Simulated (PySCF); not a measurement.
# Charge-transfer reorganisation: SMILES C#Cc1cccc(F)c1, C8H5F

Molfile (atoms numbered from 1):
```
C8H5F
     RDKit          3D

 14 14  0  0  0  0  0  0  0  0999 V2000
    3.1763    0.0973   -0.4071 C   0  0  0  0  0  0  0  0  0  0  0  0
    1.9744    0.0289   -0.2577 C   0  0  0  0  0  0  0  0  0  0  0  0
    0.5574   -0.0522   -0.0827 C   0  0  0  0  0  0  0  0  0  0  0  0
   -0.0585   -1.2806    0.2149 C   0  0  0  0  0  0  0  0  0  0  0  0
   -1.4388   -1.3474    0.3821 C   0  0  0  0  0  0  0  0  0  0  0  0
   -2.2274   -0.2041    0.2571 C   0  0  0  0  0  0  0  0  0  0  0  0
   -1.6059    1.0048   -0.0377 C   0  0  0  0  0  0  0  0  0  0  0  0
   -2.3477    2.1033   -0.1605 F   0  0  0  0  0  0  0  0  0  0  0  0
   -0.2327    1.1021   -0.2090 C   0  0  0  0  0  0  0  0  0  0  0  0
    4.2418    0.1582   -0.5397 H   0  0  0  0  0  0  0  0  0  0  0  0
    0.5573   -2.1775    0.3123 H   0  0  0  0  0  0  0  0  0  0  0  0
   -1.9121   -2.3060    0.6135 H   0  0  0  0  0  0  0  0  0  0  0  0
   -3.3124   -0.2331    0.3840 H   0  0  0  0  0  0  0  0  0  0  0  0
    0.2167    2.0701   -0.4392 H   0  0  0  0  0  0  0  0  0  0  0  0
  1  2  3  0
  2  3  1  0
  3  4  2  0
  4  5  1  0
  5  6  2  0
  6  7  1  0
  7  8  1  0
  7  9  2  0
  9  3  1  0
  1 10  1  0
  4 11  1  0
  5 12  1  0
  6 13  1  0
  9 14  1  0
M  END
```

Computed, not measured: UKS PBE0/def2-SV(P) four-point reorganisation energy, gas phase (PySCF 2.14.0). Geometry: PBE0/def2-SV(P).

(1) What is the inner reorganisation energy for hole transfer, with the ionisation energy?

Answers

(1) λ = 0.139 (surface of the oxidised species) + 0.142 (surface of the starting species) = 0.281 eV. The ionisation energy is 8.83 eV vertical and 8.69 eV adiabatic without zero-point energy; at the relaxed geometry of the oxidised species the two energies differ by 8.55 eV. Largest bond changes: C3–C4 1.406 → 1.448 Å, C6–C7 1.391 → 1.428 Å, C2–C3 1.430 → 1.395 Å, C7–F8 1.331 → 1.301 Å, C1–C2 1.213 → 1.227 Å. ⟨S²⟩ of the relaxed oxidised species 0.783.
